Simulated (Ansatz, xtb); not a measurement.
CH6InN: which of two structures lies lower

We compare I, a singlet given by its coordinates, with II, `C=[NH+][InH3-]`, a singlet. Both are isolated molecules in the gas phase, relaxed with PBE0-D3(BJ)/def2-SVP.

I (Å):

```yaml
atoms:
  - { symbol: C, position_ang: [-0.2246, 1.9998, -0.5801] }
  - { symbol: In, position_ang: [1.6700, 1.2188, -1.3028] }
  - { symbol: N, position_ang: [0.2499, 1.4382, 0.7092] }
  - { symbol: H, position_ang: [-1.2027, 1.6151, -0.9002] }
  - { symbol: H, position_ang: [-0.2634, 3.0953, -0.5319] }
  - { symbol: H, position_ang: [-0.2300, 0.5774, 0.9584] }
  - { symbol: H, position_ang: [0.1848, 2.0777, 1.4980] }
  - { symbol: H, position_ang: [3.0399, 2.2683, -1.1905] }
  - { symbol: H, position_ang: [1.7633, -0.4865, -1.5912] }
```

Close contacts (Å): C1–In2 2.17, C1–N3 1.48, In2–N3 2.47, C1–H4 1.10, C1–H5 1.10, In2–H8 1.73, In2–H9 1.73, N3–H6 1.02, N3–H7 1.02.

II (Å):

```xyz
9

C    -0.1977    2.9098    0.0616
In    1.4762    0.2948   -0.9582
N    -0.0359    1.6704    0.2605
H     0.3939    3.3991   -0.7249
H    -0.9040    3.5266    0.6386
H    -0.6196    1.2856    1.0069
H     2.4681   -0.2223    0.3771
H     2.0156    1.6359   -1.9427
H     0.3139   -0.8215   -1.6194
```

Q: Estimate E(II) − E(I) at the level CCSD(T)/def2-TZVP.

A: Calculated at CCSD(T)/def2-TZVP: E(II) − E(I) = +0.046 eV, so structure I lies lower.

How the difference moves with the method:

| level | geometry | E(II) − E(I) (eV) | departure from the last row (eV) | job, with rough time for the two |
| --- | --- | --- | --- | --- |
| PBE0-D3(BJ)/def2-SVP | PBE0-D3(BJ)/def2-SVP | +0.177 | +0.131 | optimisation, 3.6 min |
| HF/def2-TZVP | PBE0-D3(BJ)/def2-SVP | −0.234 | −0.280 | part of the CCSD(T) run |
| MP2/def2-TZVP | PBE0-D3(BJ)/def2-SVP | +0.179 | +0.133 | part of the CCSD(T) run |
| CCSD(T)/def2-TZVP | PBE0-D3(BJ)/def2-SVP | +0.046 |  | single point, 86 s |

HF/def2-TZVP puts the two in the other order. The largest departure from CCSD(T)/def2-TZVP is that of HF/def2-TZVP, 0.280 eV. Levels run at GFN2-xTB geometries aren't shown.

With harmonic frequencies from PBE0-D3(BJ)/def2-SVP (ideal gas, rigid rotor, one conformer each, 298.15 K, 1 atm): on the last row, ΔE + ΔZPE = −0.086, ΔH = −0.072, ΔG = −0.110 eV. The zero-point term alone reverses the order. The free energy reverses the electronic order.

The correlated steps freeze 6 core orbitals; the filled d shell of In is correlated, in a basis made for valence electrons. Atoms past krypton carry core potentials in the def2 sets and no spin–orbit term is included. Mirror images aren't counted in ΔG. Run with Ansatz 0.2.0; the last row on 2 threads of Intel(R) Xeon(R) Processor @ 2.50GHz (Skylake/Cascade Lake) on a shared host.
